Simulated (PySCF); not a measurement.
Species: bromo(trimethyl)silane, C$_{3}$H$_{9}$BrSi, net charge 0, singlet state. 
Coordinates optimised at B3LYP-D3(BJ)/def2-TZVP (Ansatz):
```xyz
14

Si    -0.0196     0.0954    -0.8263
C      1.6956    -0.2681    -1.4672
C     -1.2730    -1.1157    -1.4948
C     -0.5205     1.8607    -1.1690
Br     0.0337    -0.1643     1.4232
H      2.4279     0.4157    -1.0355
H      1.9974    -1.2874    -1.2219
H      1.7233    -0.1560    -2.5546
H     -0.9952    -2.1419    -1.2497
H     -1.3369    -1.0299    -2.5830
H     -2.2632    -0.9238    -1.0791
H     -0.5612     2.0385    -2.2472
H      0.1939     2.5617    -0.7349
H     -1.5046     2.0767    -0.7506
```

Dispersion corrections to the total energy (kcal/mol) from the dftd3 and dftd4 libraries through PySCF: D3(BJ) without and D4 with the three-body term, each with the damping fitted for the functional named.

| functional | D3(BJ) | D4 |
|---|---|---|
| PBE0 | -7.35 | -6.71 |
| LC-wPBE | -8.24 | -8.74 |
| revPBE | -19.48 | (withheld) |
| BLYP | -17.60 | -16.76 |
| CAM-B3LYP | -7.05 | -6.89 |
| B2PLYP | -7.11 | (withheld) |
| B3LYP | -14.53 | (withheld) |

Q: Complete the blanks.

A: 
- revPBE, D4: -21.85
- B2PLYP, D4: -5.51
- B3LYP, D4: -12.58
